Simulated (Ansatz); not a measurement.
A run for Ansatz (a first-principles code): U-wB97M-V/def2-TZVPP on AlAs, 2S+1 = 3, a spin state set in the input, which need not be the lowest, a point of a bond scan (R = 2.314 Å).

Ansatz 0.2 input:
```yaml
crystal:
  periodic: [false, false, false]
  atoms:
    - {symbol: Al, position_ang: [0.00000000, 0.00000000, 0.00000000]}
    - {symbol: As, position_ang: [0.00000000, 0.00000000, 2.31401200]}
basis:
  gaussian:
    orbitals: def2-TZVPP
    pivot_positions_ang: [[0.00000000, 0.00000000, 0.00000000], [0.00000000, 0.00000000, 2.31401200]]
hamiltonian:
  xc: {name: wB97M-V}
magnetization: {spin_polarized: true, initial_magnetization: 2}
output: {forces: true, orbitals: {seedname: ./end}}
```

Output:

```
WARN ansatz: RAYON_NUM_THREADS=2 ignored (pool sized by the plan → 2); use --threads N
Functional definition: wB97M-V
integrals: 0.04 GiB planned
676 factors; their error is unknown
integrals: 0.07 GiB planned
160 factors; integrals over basis functions are off by at most 3.7e-5 eV
mean field: 0.60 GiB planned
mean field evaluation 1: about -67431.7908 eV, gradient 9.2e0 eV
mean field evaluation 2: about -67432.2220 eV, gradient 7.8e0 eV
mean field evaluation 4: about -67432.6732 eV, gradient 4.8e-1 eV
mean field evaluation 8: about -67432.8328 eV, gradient 1.8e-1 eV
mean field evaluation 16: about -67432.8329 eV, gradient 4.6e-4 eV
mean field evaluation 32: about -67432.8291 eV, gradient 4.3e-1 eV
mean field -67432.83292864 eV, -2478.1109025116 hartree, gradient 8.7e-6 eV, S^2 2.008730; 1 other end points of the search recorded, 0 dependent functions left out
the calculation of the forces begins
reference -67432.83295847 eV, -2478.1109036079 hartree; 24, 22 occupied and 66, 68 virtual orbitals, 676 factors
Total energy: -67432.83295847 eV, -2478.1109036079 hartree
Atom 0 at     0.000000     0.000000     0.000000 Å, force     0.000000     0.000000    -0.068294 eV/Å
Atom 1 at     0.000000     0.000000     2.314012 Å, force     0.000000     0.000000     0.068294 eV/Å
Dipole moment:     0.000000    -0.000000    -0.493739 e Å
```

The calculation finished and met its thresholds.

Cost: about 30 core-seconds (a rough figure).
